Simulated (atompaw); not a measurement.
What one change does to a pseudopotential (Zr (Z = 40), PAW (atompaw))

* Element: zirconium (Zr)
* Generator: atompaw 4.2.0.5
* Type: PAW
* Functional: PBEsol
* Relativity: scalar-relativistic
* Frozen core: [Ar] 3d10
* Valence charge: 12
* Reference configuration: 4s2 4p6 4d2 5s2 5p0
* Partial waves: 4s (bound): rc 1.35 bohr; 5s (bound): rc 1.80 bohr; 4p (bound): rc 1.75 bohr; 5p (bound, empty): rc 2.90 bohr; 4d (bound): rc 2.90 bohr; 4d channel at 1.15 Ry: rc 2.50 bohr
* Local potential: bessel scheme, radius 2.70 bohr
* Core correction: smooth core density matched at 2.75 bohr
* Augmentation charge: sinc compensation charge, radius 2.45 bohr; PAW radius 2.90 bohr; waves and projectors: custom rrkj vanderbiltortho

All-electron outer shells of the reference configuration (PBEsol, scalar-relativistic, ld1.x):

```
shell  level (eV)  outermost node (bohr)  outermost maximum (bohr)
   3p     -317.38                   0.18                      0.40
   3d     -174.70                      –                      0.35
   4s      -54.46                   0.55                      1.08
   4p      -32.43                   0.56                      1.17
   5s       -4.46                   1.47                      3.15
   4d       -3.61                   0.58                      1.61
   5p       -1.45                   1.70                      4.10
```

Change: local potential bessel scheme, radius 2.16 bohr.

Cutoffs: the cutoffs (Ry, on a coarse ladder) from which the occupation-weighted sum of valence levels, in a spherical-Bessel basis at the reference potential, stays within 10 and 1 mRy of its value at 400 Ry; they do not see the model core or the augmentation charge, which bear on the density cutoff.

Question: What does the change do?

Answer: The potential gets neither clearly harder nor softer (25 Ry and 45 Ry → 25 Ry and 45 Ry); the p channel sets the loose cutoff, while the largest relative change is in s, which becomes softer; the range in which the p phases agree narrows (upper end 3.8 → 2.7); the range in which the d phases agree narrows (upper end at the end of the scan → 2.2); neither file shows a bound ghost.

| quantity | base | changed |
| --- | --- | --- |
| cutoff, loose | 25 Ry | 25 Ry |
| cutoff, tight | 45 Ry | 45 Ry |
| loose cutoff by channel (10 mRy a level) | s 15 Ry, p 21 Ry, d 8 Ry | s 12 Ry, p 21 Ry, d 8 Ry |
| bound ghosts | none | none |
| s: phases at 2.91 bohr within 0.05 rad from the reference energy up to (Ry; the scan ends near 5) | 4.8 | to the end of the scan |
| p: phases at 2.91 bohr within 0.05 rad from the reference energy up to (Ry; the scan ends near 5) | 3.8 | 2.7 |
| d: phases at 2.91 bohr within 0.05 rad from the reference energy up to (Ry; the scan ends near 5) | to the end of the scan | 2.2 |
| lowest overlap eigenvalue by channel | s 0.29, p 0.51, d 0.29 | s 0.11, p 0.49, d 0.28 |

 The cutoffs see the waves, projectors and local potential, not the compensation charge or the core.
